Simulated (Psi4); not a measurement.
Pair of molecules, SMILES N#N with SMILES P (the first has 2 atoms); geometry from B3LYP-D3(BJ)/def2-TZVP, rigid monomers moved along the line of their centres of mass till N2···H6 is 5.87 Å.
(charge 0, multiplicity 1):
```xyz
6

N      0.647    -0.211    -0.511
N     -0.335     0.264    -0.488
P     -0.059     0.160     6.165
H      1.036     0.684     5.432
H     -0.068    -1.059     5.439
H     -1.023     0.766     5.319
```

All values below come from Psi4 with SAPT0/jun-cc-pV(D+d)Z.

### Question
Give the four SAPT terms and the total, and say what mostly holds the pair together.

### Answer
electrostatics 0.00, exchange 0.00, induction 0.00, dispersion -0.02, total -0.02 kcal/mol; the largest attraction is dispersion.
